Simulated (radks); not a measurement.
Values are calculated unless marked as measured or tabulated.
Excited configurations of Cs I: one electron is placed in a higher orbital outside [Xe]. The ground configuration is [Xe] 6s1. Code: a radial shooting solver on a logarithmic mesh with Libxc functionals. Model: Dirac Kohn-Sham, PBE, spin-unpolarised, spherical densities, point nucleus; open shells fill j = l - 1/2 first. Excitation = E - E(ground); binding = E(ion) - E, where the ion is the core of charge +1; n* = 1/sqrt(2 binding) in atomic units, and the quantum defect is n - n*.

outer orbital	excitation (eV)	binding (eV)	n*	quantum defect	<r> (bohr)
4f5/2	2.951	0.912	3.863	0.137	17.30
5d3/2	1.652	2.211	2.481	2.519	6.674
5f5/2	3.232	0.631	4.643	0.357	29.18
6p1/2	1.320	2.543	2.313	3.687	7.595
6d3/2	2.555	1.308	3.226	2.774	13.71
6f5/2	3.406	0.457	5.457	0.543	43.69
7s1/2	2.087	1.776	2.768	4.232	12.28
7p1/2	2.503	1.360	3.163	3.837	15.27
7d3/2	3.045	0.818	4.078	2.922	24.28

The Delta-SCF ionisation energy is 3.863 eV (NIST Atomic Spectra Database: 3.894 eV, measured). Self-interaction in the functional shifts the binding energies and quantum defects, so they are the method's values and not measured ones. Spin polarisation and multiplet splitting are left out, so open shells lie too high by an amount that depends on their filling.

Beside tabulated values, note that spin-unpolarised runs miss the spin-polarisation part of the exchange energy of open shells.
